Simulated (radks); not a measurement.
Spherical quantum dot in the effective-mass picture: electrons in a hard-walled sphere of radius 8.1, all in effective atomic units (hartree* = m*/eps^2 hartree, bohr* = eps/m* bohr), one dielectric constant everywhere. Method: non-relativistic Kohn-Sham, PBE, spin-polarised, spherical densities; computed with a radial shooting solver with Libxc functionals. Levels are named by radial order and angular momentum (1s, 1p, 1d, 2s, ...), and open shells are averaged over m. Results are scaled to m* = 0.039 and eps = 15.1, for which hartree* = 4.654 meV and bohr* = 20.49 nm. Each electron was tried in the lowest free levels, single moves between levels near the top were tried too, and the lowest total energy was kept; such a search can miss a lower state. The series stops at N = 8: beyond it a trial failed or the search could not be trusted, so later rows were left out. At N = 1 the Hartree and exchange-correlation terms need not cancel, so that row can carry a self-interaction error.

N,open shells,2S,E (meV),mu = E(N) - E(N-1) (meV),addition energy mu(N+1) - mu(N) (meV),e(HOMO) (meV),rms radius (nm)
1,"1s(up 1, down 0)",1,0.333353,0.33335,0.8477,0.68180,89.53
2,none,0,1.51436,1.1810,0.9493,1.5170,97.17
3,"1p(up 1, down 0)",1,3.64469,2.1303,0.6796,2.4659,103.8
4,"1p(up 2, down 0)",2,6.45460,2.8099,0.6922,3.1554,107.7
5,"1p(up 3, down 0)",3,9.95673,3.5021,0.8536,3.8490,110.4
6,"1p(up 3, down 1)",2,14.3125,4.3557,0.6582,4.6809,112.7
7,"1p(up 3, down 2)",1,19.3264,5.0139,0.6718,5.3487,114.5
8,none,0,25.0121,5.6857,-,6.0233,115.9

All shells are closed at N = 2, 8 (there: 1s2 1p6); the second difference of the energy has clear peaks (12 % above both neighbours; the first and last values, which can be the largest, are not judged, and half-filled shells can peak too) at N = 5.
